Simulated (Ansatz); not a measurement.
A nudged elastic band was laid between two geometries of CH₅NSSi (9 atoms, charge 0, multiplicity 1).

These are results of RKS PBE0/def2-SVP in Ansatz 0.2.0, not measurements.

- movable images: 7
- climbing image: yes
- spring: 5.0 eV/Å²
- optimiser: quadratic models (default)
- start path: through a guess of the saddle point
- force threshold: 0.5 eV/Å
- iteration limit: 44
- end points: relaxed

Image 0:

```xyz
9
Properties=species:S:1:pos:R:3
N -0.242 1.415 -0.612
C 0.062 0.116 -0.711
Si 0.110 -0.971 0.851
S 0.416 -0.649 -2.128
H -0.259 1.985 -1.454
H -0.451 1.852 0.277
H 1.488 -1.510 1.013
H -0.878 -2.074 0.696
H -0.245 -0.164 2.068
```

Image 8:

```xyz
9
Properties=species:S:1:pos:R:3
N -0.243 1.415 -0.612
C 0.065 0.116 -0.710
Si 0.110 -0.971 0.851
S 0.425 -0.647 -2.128
H -0.459 1.851 0.275
H -0.262 1.985 -1.454
H 1.486 -1.517 1.012
H -0.883 -2.069 0.698
H -0.239 -0.163 2.069
```

**Question.** What changes between the two ends?

**Answer.** No bond is made or broken. The dihedral H5–N1–C2–S4 goes from 0 to 180°. The two ends are copies of one structure, up to a mirror image or an exchange of like atoms.

**Question.** Give the energies along the band, and the barrier.

**Answer.** The run converged. The highest image is number 5 of 0 to 8, 89.9 kJ/mol above the ends, which have the same energy within 2 meV. The threshold of 0.5 eV/Å is loose, so the images may lie well off the minimum-energy path. The order of the stationary point at the top wasn't checked.

```csv
image,path coordinate (Å),energy (kJ/mol),dihedral H5–N1–C2–S4 (°)
0,0.00,0.0,0
1,0.73,1.9,0
2,1.46,5.4,-1
3,2.19,27.6,8
4,2.92,83.6,33
5,3.64,89.9,78
6,4.37,34.8,128
7,5.09,2.5,173
8,5.82,0.0,180
```

**Question.** What is the geometry of the highest image?

**Answer.** 
```xyz
9
Properties=species:S:1:pos:R:3
N 0.055 1.471 -0.364
C -0.075 0.092 -0.677
Si -0.002 -1.018 0.869
S -0.063 -0.531 -2.181
H -0.829 1.959 -0.525
H 0.735 1.911 -0.982
H 1.414 -0.981 1.352
H -0.365 -2.424 0.549
H -0.869 -0.479 1.958
```

The run took 3.2 min on 1 thread of Arm Neoverse V2, on a shared host, peak memory 0.17 GiB.
